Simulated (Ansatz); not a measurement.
`COc1ccc(-c2ccc(-c3ccc(-c4ccc(-c5ccc(-c6ccc(C(F)=C(F)F)cc6)cc5)cc4)cc3)cc2)cc1` with charge -1. The state is a doublet with charge -1. Geometry PBE-D4/def2-SVP; atoms count from 1.

```xyz
70

C   -10.971    4.513   -8.356
O   -11.060    3.615   -7.274
C    -9.904    3.297   -6.609
C   -10.032    2.401   -5.526
C    -8.913    2.018   -4.789
C    -7.612    2.508   -5.088
C    -6.433    2.103   -4.302
C    -5.127    2.097   -4.859
C    -4.011    1.720   -4.114
C    -4.112    1.323   -2.751
C    -2.938    0.932   -1.965
C    -1.618    1.315   -2.335
C    -0.504    0.947   -1.586
C    -0.613    0.163   -0.402
C     0.558   -0.224    0.387
C     1.871   -0.244   -0.164
C     2.982   -0.615    0.586
C     2.881   -0.996    1.954
C     4.050   -1.389    2.744
C     3.932   -2.131    3.954
C     5.042   -2.505    4.704
C     6.370   -2.174    4.309
C     7.538   -2.573    5.096
C     8.843   -2.648    4.530
C     9.954   -3.033    5.276
C     9.840   -3.369    6.654
C    11.030   -3.764    7.384
F    12.200   -3.738    6.685
C    11.167   -4.171    8.677
F    10.162   -4.285    9.549
F    12.334   -4.504    9.229
C     8.541   -3.293    7.234
C     7.439   -2.912    6.477
C     6.489   -1.433    3.099
C     5.378   -1.055    2.351
C     1.568   -0.971    2.506
C     0.456   -0.603    1.755
C    -1.934   -0.221   -0.034
C    -3.048    0.147   -0.783
C    -5.423    1.331   -2.197
C    -6.539    1.704   -2.944
C    -7.511    3.405   -6.178
C    -8.627    3.797   -6.932
H   -10.316    4.128   -9.172
H   -10.585    5.512   -8.044
H   -11.997    4.637   -8.752
H   -11.032    2.006   -5.293
H    -9.039    1.294   -3.970
H    -4.994    2.354   -5.922
H    -3.030    1.689   -4.611
H    -1.472    1.961   -3.214
H     0.486    1.313   -1.897
H     2.009   -0.004   -1.229
H     3.963   -0.656    0.088
H     2.937   -2.460    4.287
H     4.887   -3.116    5.606
H     8.979   -2.428    3.461
H    10.940   -3.093    4.794
H     8.403   -3.524    8.299
H     6.462   -2.839    6.977
H     7.485   -1.107    2.765
H     5.534   -0.442    1.451
H     1.428   -1.209    3.571
H    -0.526   -0.562    2.252
H    -2.078   -0.868    0.845
H    -4.037   -0.220   -0.471
H    -5.559    1.078   -1.135
H    -7.522    1.732   -2.449
H    -6.531    3.837   -6.429
H    -8.489    4.506   -7.760
```

Single mean-field runs in def2-SVP are fitted with def2-universal-jkfit.

Estimate the Mulliken populations of the heavy atoms from the PBE0/def2-SVP orbitals of Ansatz.


```json
{"atom": "C1", "charge (e)": "0.10", "spin (α − β)": "0.00"}
{"atom": "O2", "charge (e)": "-0.36", "spin (α − β)": "0.00"}
{"atom": "C3", "charge (e)": "0.20", "spin (α − β)": "0.03"}
{"atom": "C4", "charge (e)": "-0.04", "spin (α − β)": "-0.02"}
{"atom": "C5", "charge (e)": "-0.05", "spin (α − β)": "0.03"}
{"atom": "C6", "charge (e)": "0.04", "spin (α − β)": "-0.02"}
{"atom": "C7", "charge (e)": "0.03", "spin (α − β)": "0.08"}
{"atom": "C8", "charge (e)": "-0.05", "spin (α − β)": "-0.02"}
{"atom": "C9", "charge (e)": "-0.05", "spin (α − β)": "0.04"}
{"atom": "C10", "charge (e)": "0.04", "spin (α − β)": "0.01"}
{"atom": "C11", "charge (e)": "0.03", "spin (α − β)": "0.09"}
{"atom": "C12", "charge (e)": "-0.05", "spin (α − β)": "-0.01"}
{"atom": "C13", "charge (e)": "-0.05", "spin (α − β)": "0.03"}
{"atom": "C14", "charge (e)": "0.04", "spin (α − β)": "0.04"}
{"atom": "C15", "charge (e)": "0.03", "spin (α − β)": "0.09"}
{"atom": "C16", "charge (e)": "-0.05", "spin (α − β)": "0.01"}
{"atom": "C17", "charge (e)": "-0.06", "spin (α − β)": "0.02"}
{"atom": "C18", "charge (e)": "0.04", "spin (α − β)": "0.07"}
{"atom": "C19", "charge (e)": "0.04", "spin (α − β)": "0.07"}
{"atom": "C20", "charge (e)": "-0.06", "spin (α − β)": "0.02"}
{"atom": "C21", "charge (e)": "-0.05", "spin (α − β)": "0.00"}
{"atom": "C22", "charge (e)": "0.03", "spin (α − β)": "0.09"}
{"atom": "C23", "charge (e)": "0.04", "spin (α − β)": "0.03"}
{"atom": "C24", "charge (e)": "-0.05", "spin (α − β)": "0.05"}
{"atom": "C25", "charge (e)": "-0.03", "spin (α − β)": "-0.03"}
{"atom": "C26", "charge (e)": "-0.06", "spin (α − β)": "0.11"}
{"atom": "C27", "charge (e)": "0.18", "spin (α − β)": "-0.05"}
{"atom": "F28", "charge (e)": "-0.23", "spin (α − β)": "0.00"}
{"atom": "C29", "charge (e)": "0.30", "spin (α − β)": "0.11"}
{"atom": "F30", "charge (e)": "-0.18", "spin (α − β)": "0.00"}
{"atom": "F31", "charge (e)": "-0.18", "spin (α − β)": "0.01"}
{"atom": "C32", "charge (e)": "-0.03", "spin (α − β)": "-0.02"}
{"atom": "C33", "charge (e)": "-0.06", "spin (α − β)": "0.04"}
{"atom": "C34", "charge (e)": "-0.05", "spin (α − β)": "0.00"}
{"atom": "C35", "charge (e)": "-0.06", "spin (α − β)": "0.02"}
{"atom": "C36", "charge (e)": "-0.06", "spin (α − β)": "0.02"}
{"atom": "C37", "charge (e)": "-0.05", "spin (α − β)": "0.01"}
{"atom": "C38", "charge (e)": "-0.05", "spin (α − β)": "0.03"}
{"atom": "C39", "charge (e)": "-0.05", "spin (α − β)": "-0.01"}
{"atom": "C40", "charge (e)": "-0.05", "spin (α − β)": "0.04"}
{"atom": "C41", "charge (e)": "-0.05", "spin (α − β)": "-0.02"}
{"atom": "C42", "charge (e)": "-0.05", "spin (α − β)": "0.03"}
{"atom": "C43", "charge (e)": "-0.11", "spin (α − β)": "-0.02"}
```
Mulliken values depend strongly on the basis.

Where does the spin sit?

Summed by element: C 1.01, O 0.00, F 0.01, H -0.02, of 1 unpaired in all. Largest on single atoms: C26 0.11, C29 0.11, C11 0.09.

And the Mayer bond orders between heavy atoms (over 0.3, the first 40 of 48)?

C1–O2 0.97 (1.41 Å); O2–C3 1.08 (1.37 Å); C3–C4 1.35 (1.41 Å); C3–C43 1.31 (1.41 Å); C4–C5 1.42 (1.39 Å); C5–C6 1.33 (1.42 Å); C6–C7 1.05 (1.47 Å); C6–C42 1.37 (1.42 Å); C7–C8 1.33 (1.42 Å); C7–C41 1.33 (1.42 Å); C8–C9 1.45 (1.39 Å); C9–C10 1.31 (1.42 Å); C10–C11 1.09 (1.47 Å); C10–C40 1.31 (1.42 Å); C11–C12 1.30 (1.42 Å); C11–C39 1.30 (1.42 Å); C12–C13 1.47 (1.39 Å); C13–C14 1.30 (1.42 Å); C14–C15 1.11 (1.46 Å); C14–C38 1.30 (1.42 Å); C15–C16 1.29 (1.42 Å); C15–C37 1.29 (1.42 Å); C16–C17 1.48 (1.39 Å); C17–C18 1.29 (1.42 Å); C18–C19 1.12 (1.46 Å); C18–C36 1.29 (1.42 Å); C19–C20 1.29 (1.42 Å); C19–C35 1.29 (1.42 Å); C20–C21 1.48 (1.39 Å); C21–C22 1.29 (1.42 Å); C22–C23 1.12 (1.46 Å); C22–C34 1.29 (1.42 Å); C23–C24 1.30 (1.42 Å); C23–C33 1.29 (1.43 Å); C24–C25 1.45 (1.39 Å); C25–C26 1.30 (1.42 Å); C26–C27 1.08 (1.45 Å); C26–C32 1.28 (1.42 Å); C27–F28 1.02 (1.36 Å); C27–C29 1.58 (1.36 Å).
